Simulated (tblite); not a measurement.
C8H7Al.
Bonds: C1–C2 (triple), C2–C3, C3–C4, C4–C5 (triple), C5–Al6, Al6–C7, C7–C8 (triple), C8–C9. Hydrogens: H10 on C1; H11, H12 on C3; H13 on Al6; H14, H15, H16 on C9.

Computed with GFN2-xTB (tblite), gas phase: L-BFGS steps from a force-field or distance-geometry start until the largest atomic force falls under 0.01 eV/Å.

The end geometry, which sets the zero of energy:
```
atom  x, y, z in Å
C1     -4.3046    0.9240    1.0185
C2     -3.8886    0.2210    0.1450
C3     -3.3362   -0.6113   -0.9097
C4     -1.9509   -0.2413   -1.1607
C5     -0.7958    0.0824   -1.3598
Al6     1.0552    0.6044   -1.6289
C7      2.4599    0.5567   -0.2952
C8      3.3050    0.5333    0.5799
C9      4.3102    0.5016    1.6205
H10    -4.6873    1.5310    1.7829
H11    -3.9235   -0.4805   -1.8261
H12    -3.3871   -1.6645   -0.6087
H13     1.4290    1.1081   -3.0405
H14     4.6575   -0.5206    1.7738
H15     5.1605    1.1251    1.3428
H16     3.8892    0.8745    2.5549
```

Task: These geometries come from the run, each turned onto the end geometry. Order them by energy, lowest first.
A.
```
atom  x, y, z in Å
C1     -4.2926    0.9097    1.0388
C2     -3.8506    0.2010    0.1833
C3     -3.2633   -0.6191   -0.8553
C4     -1.8986   -0.1940   -1.1163
C5     -0.7772    0.2278   -1.3393
Al6     1.0695    0.7144   -1.7122
C7      2.3826    0.6777   -0.2917
C8      3.2153    0.5508    0.5842
C9      4.2269    0.4605    1.6124
H10    -4.7141    1.5154    1.7852
H11    -3.8413   -0.5162   -1.7829
H12    -3.2867   -1.6750   -0.5678
H13     1.5410    0.9564   -3.1823
H14     4.5682   -0.5625    1.7440
H15     5.0815    1.0736    1.3299
H16     3.8319    0.8234    2.5586
```
B.
```
atom  x, y, z in Å
C1     -4.2904    0.9187    1.0503
C2     -3.8315    0.2236    0.1748
C3     -3.2664   -0.6490   -0.8582
C4     -1.9022   -0.1746   -1.1137
C5     -0.7651    0.2011   -1.3206
Al6     1.0427    0.8042   -1.7140
C7      2.3689    0.6493   -0.2924
C8      3.2097    0.5616    0.5897
C9      4.2409    0.4479    1.6314
H10    -4.7379    1.5363    1.8169
H11    -3.8453   -0.5026   -1.8183
H12    -3.2884   -1.7370   -0.5626
H13     1.5659    0.9334   -3.2248
H14     4.5905   -0.5999    1.7452
H15     5.0945    1.0892    1.3079
H16     3.8068    0.8418    2.5772
```
C.
```
atom  x, y, z in Å
C1     -4.3123    0.9099    1.0412
C2     -3.8587    0.2233    0.1735
C3     -3.2885   -0.6060   -0.8740
C4     -1.9268   -0.1888   -1.1738
C5     -0.7883    0.1689   -1.4072
Al6     1.0736    0.6426   -1.6904
C7      2.4477    0.6510   -0.3235
C8      3.2746    0.5677    0.5654
C9      4.2566    0.4776    1.6249
H10    -4.7196    1.5067    1.8011
H11    -3.9068   -0.5290   -1.7758
H12    -3.2800   -1.6512   -0.5422
H13     1.4947    1.0112   -3.1273
H14     4.5704   -0.5589    1.7543
H15     5.1306    1.0828    1.3821
H16     3.8253    0.8360    2.5602
```
D.
```
atom  x, y, z in Å
C1     -4.2974    0.9082    1.0374
C2     -3.8541    0.1974    0.1837
C3     -3.2607   -0.6172   -0.8629
C4     -1.8935   -0.1890   -1.1209
C5     -0.7797    0.2347   -1.3592
Al6     1.0721    0.6678   -1.7072
C7      2.3927    0.6877   -0.2999
C8      3.2201    0.5536    0.5794
C9      4.2297    0.4653    1.6133
H10    -4.7111    1.5156    1.7849
H11    -3.8498   -0.5133   -1.7814
H12    -3.2801   -1.6696   -0.5584
H13     1.5250    0.9675   -3.1575
H14     4.5596   -0.5669    1.7399
H15     5.0880    1.0780    1.3341
H16     3.8318    0.8241    2.5634
```
E.
```
atom  x, y, z in Å
C1     -4.3053    0.9072    1.0383
C2     -3.8521    0.2072    0.1817
C3     -3.2712   -0.6169   -0.8625
C4     -1.9119   -0.1803   -1.1377
C5     -0.7918    0.2162   -1.3926
Al6     1.0738    0.6516   -1.6922
C7      2.4217    0.6770   -0.3112
C8      3.2406    0.5700    0.5822
C9      4.2379    0.4693    1.6204
H10    -4.7115    1.5151    1.7899
H11    -3.8602   -0.5131   -1.7818
H12    -3.2635   -1.6695   -0.5519
H13     1.5061    0.9733   -3.1393
H14     4.5508   -0.5688    1.7325
H15     5.0991    1.0787    1.3476
H16     3.8299    0.8270    2.5653
```

Result: C (0.004 eV), E (0.012 eV), D (0.021 eV), A (0.041 eV), B (0.281 eV).

In the order of the answer:

```json
{"step": "29", "E above end (eV)": "0.004", "largest force (eV/Å)": "0.04", "rms force component (eV/Å)": "0.010", "rms distance from end (Å)": "0.081", "rms bond change (Å)": "0.001", "bond most changed (Å)": "Al6–H13 -0.003"}
{"step": "13", "E above end (eV)": "0.012", "largest force (eV/Å)": "0.17", "rms force component (eV/Å)": "0.044", "rms distance from end (Å)": "0.099", "rms bond change (Å)": "0.002", "bond most changed (Å)": "Al6–C7 -0.008"}
{"step": "9", "E above end (eV)": "0.021", "largest force (eV/Å)": "0.23", "rms force component (eV/Å)": "0.049", "rms distance from end (Å)": "0.107", "rms bond change (Å)": "0.003", "bond most changed (Å)": "C5–Al6 -0.009"}
{"step": "5", "E above end (eV)": "0.041", "largest force (eV/Å)": "0.41", "rms force component (eV/Å)": "0.109", "rms distance from end (Å)": "0.112", "rms bond change (Å)": "0.005", "bond most changed (Å)": "Al6–H13 +0.018"}
{"step": "0", "E above end (eV)": "0.281", "largest force (eV/Å)": "1.15", "rms force component (eV/Å)": "0.433", "rms distance from end (Å)": "0.127", "rms bond change (Å)": "0.025", "bond most changed (Å)": "Al6–H13 +0.059"}
```

What follows is the cost of the whole relaxation. Time: 0.43 s wall. Hardware: one thread of an Intel Xeon 6975P-C, shared host with 192 logical CPUs at a one-minute load of 45.
